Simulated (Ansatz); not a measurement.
CH5ClGeO can be A, `O[CH](Cl)[GeH3]`, or B, `C[O][GeH2][Cl]`.

Gas-phase electronic energies from Ansatz, PBE0-D4/def2-TZVP geometries. CCSD(T)/CBS is the MP2 limit (def2-TZVPP, def2-QZVPP) plus CCSD(T) − MP2 in def2-TZVPP, frozen cores. Functionals use def2-TZVPP. For Ge outer-core shells are correlated without core-valence functions, which leaves a few kJ/mol of doubt a bond. Scalar relativity is left out up to krypton. Each species was taken in one conformer, which may not be the lowest.

Task: Which isomer does CCSD(T)/CBS put lower? Give the gap. (An estimate is asked.)

Result: Computed: B, by 165.2 kJ/mol.

Task: Give E(B) − E(A) in kJ/mol with MP2/def2-TZVPP, B2PLYP, r2SCAN-D4, PBE-D4, BLYP-D4, CCSD(T)/def2-TZVPP, LDA (SPW92). (An estimate is asked.)

Result: Ansatz gave: MP2/def2-TZVPP -174.0, B2PLYP -173.2, r2SCAN-D4 -165.3, PBE-D4 -151.1, BLYP-D4 -159.8, CCSD(T)/def2-TZVPP -169.5, LDA (SPW92) -139.0. None reverses the order clearly.

Task: Does the order hold for the free energy at 298.15 K (harmonic terms from PBE0-D4)? (An estimate is asked.)

Result: Computed: Yes: G(B) − G(A) = -162.3 kJ/mol, for one conformer each. Modes under 60 cm⁻¹, often nearly free rotors, make the harmonic entropy too high.

Largest T1 diagnostic: 0.011.

From PBE to PBE0 (25 % exact exchange), in def2-TZVPP and without D4, E(B) − E(A) moves by −9.1 kJ/mol. Leaving LDA and LC-ωPBE aside and taking each functional with its dispersion term where it has one, the values, not all of them listed here, spread over 28.2 kJ/mol, from BHLYP-D4 to PBE-D4. LDA lies +13.5 kJ/mol from PBE without D4.
